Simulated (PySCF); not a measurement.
Species: C₄H₁₀NSi₂ (doublet state).
Cartesian coordinates in Å at the GFN2-xTB level; atoms count from 1:
```xyz
17
C4H10NSi2 angstrom
C     -0.3968    0.3413    2.1178
Si    -0.3967    0.5734    0.3104
Si    -1.9176   -0.7717   -0.8894
C     -0.9344    2.3392   -0.0263
N     -1.3009    3.4027   -0.2444
C      1.3382    0.3881   -0.4825
C      1.8828   -1.0234   -0.3191
H     -1.0972    0.8406    2.7646
H      0.1652   -0.4437    2.5950
H     -1.5192   -0.9012   -2.2944
H     -3.2623   -0.2022   -0.8273
H     -1.9572   -2.1179   -0.3135
H      1.2929    0.6366   -1.5451
H      2.0311    1.0958   -0.0251
H      2.8595   -1.1206   -0.7911
H      1.2135   -1.7531   -0.7736
H      1.9922   -1.2720    0.7341
```

The hyperfine couplings belong to this conformer and change with its torsions.

As a line formula: `[CH2][Si@@]([SiH3])(C#N)CC` [radical].

Theory: PySCF 2.14.0, UKS B3LYP, pcH-1 on C H N Si, non-relativistic, mean-field spin-orbit, GIAO. The structure is a single GFN2-xTB conformer in the gas phase; no vibrational or solvent corrections. Couplings are sensitive to structure, and on GFN2-xTB geometries they can be far from those on DFT ones. The SCF solution wasn't tested for stability.

The largest Mulliken spin populations are on C1 (+1.01) and Si3 (+0.06). No atom but C1 exceeds +0.15. The angles at C1 add up to 358.9°, so it is planar; its axial dipolar tensor and the negative couplings of its protons fit spin in a p orbital normal to that plane.

Problem. Find Q in a(H) = Q·ρ(C) for the protons on the planar carbons that carry spin.

Solution. 
```csv
H,C,ρ(C),a(H) (G),a/ρ (G)
H8,C1,+1.014,-20.11,-19.8
H9,C1,+1.014,-19.87,-19.6
```

These protons share one ρ (within 0.01), so their mean ratio, Q = -19.7 G, is no test of linearity. In every row coupling and population have opposite signs.

Couplings in gauss use g_iso = 2.0026.

On one thread, Intel Xeon at 2.50 GHz (x86_64), shared host with 64 logical CPUs at a one-minute load of 62, this took 3.6 min (with the writing of density and orbital grids) and 1.1 GiB of memory at its peak.
